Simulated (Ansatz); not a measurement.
Reaction (formal hydrolysis of a C–C bond): `CC(C)(C)C[Si](C)(F)F` + H₂O → `C[Si](F)(F)CO` + `CC(C)C`

Computed with Ansatz on PBE0-D4/def2-TZVP structures; ΔE is electronic, products minus reactants. CCSD(T)/CBS adds triple-zeta CCSD(T) − MP2 to the extrapolated MP2 energy (def2 sets, frozen cores). This one scheme is used for every species. One conformer a species, not always the lowest.

| species | MP2/def2-QZVPP energy (Eh) |
| --- | --- |
| `CC(C)(C)C[Si](C)(F)F` | -725.37018 |
| H₂O | -76.34932 |
| `C[Si](F)(F)CO` | -643.55520 |
| `CC(C)C` | -158.13069 |

Q: Work out ΔE.

A: ΔE = (-643.55520) + (-158.13069) − (-725.37018) − (-76.34932) = 0.03361 Eh = +88.2 kJ/mol. CCSD(T)/CBS gives +79.5 kJ/mol.

Largest T1 diagnostic among the species: 0.011.

In def2-TZVPP, CCSD(T) changes the Hartree–Fock value by +34.2 kJ/mol (the triples alone add +4.5 kJ/mol) and MP2 by +44.3 kJ/mol. From PBE to PBE0 (25 % exact exchange), in def2-TZVPP and without D4, ΔE moves by +6.1 kJ/mol. At CCSD(T), def2-SVP lies −9.4 kJ/mol from the extrapolated value and def2-TZVPP −3.4 kJ/mol.
